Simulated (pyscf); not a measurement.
**`[GeH3]`, doublet**

Gas-phase minimum from PySCF at ωB97X-D3(BJ)/def2-SVP, one conformer. 

```xyz
4

Ge     0.1853     0.8168    -0.2079
H      1.4067     0.7801    -1.1449
H      0.5710     0.3684     1.2137
H     -0.9593    -0.0496    -0.7648
```
Charge 0, spin multiplicity 2.

Bonded distances (Å): Ge1–H2 1.540, Ge1–H3 1.540, Ge1–H4 1.540. Bond angles (°): H2–Ge1–H3 110.9, H2–Ge1–H4 110.9, H3–Ge1–H4 110.9.

Properties at ωB97X-D3(BJ)/def2-SVP:

Harmonic wavenumbers, unscaled: 730, 878, 878, 2145, 2174, 2174 cm⁻¹
Zero-point energy: 12.8 kcal/mol
Rotational symmetry number: 3
Entropy of this conformer at 298 K and 1 atm, rigid rotor and harmonic oscillator, modes under 100 cm⁻¹ raised to 100: 229.4 J/(mol K)
Dipole moment: 0.02 D
Spin expectation value S2: 0.751

Single-point totals, which compare only within one level (frozen core for MP2 and CC):

```tsv
level	total energy (hartree)
ωB97X-D3(BJ)/def2-TZVP	-2078.70243
PBE/def2-TZVP	-2078.42092
r²SCAN/def2-TZVP	-2078.73520
B3LYP-D3(BJ)/def2-TZVP	-2078.80093
PBE0-D3(BJ)/def2-TZVP	-2078.48093
M06-2X/def2-TZVP	-2078.74142
ωB97M-D3(BJ)/def2-TZVP	-2078.76321
UHF/def2-TZVPP	-2077.06887
MP2/def2-TZVPP	-2077.31910
CCSD/def2-TZVPP	-2077.33571
CCSD(T)/def2-TZVPP	-2077.34369
```

The CCSD(T) − MP2 part came from Ansatz, without density fitting, on the same reference. The frozen core leaves the outer d or s,p core shells of the metals and heavy elements correlated in the MP2 and CC values, and def2-TZVPP describes them poorly, so these totals are far from the basis limit. Elements up to Kr have no core potential and no relativistic terms here.
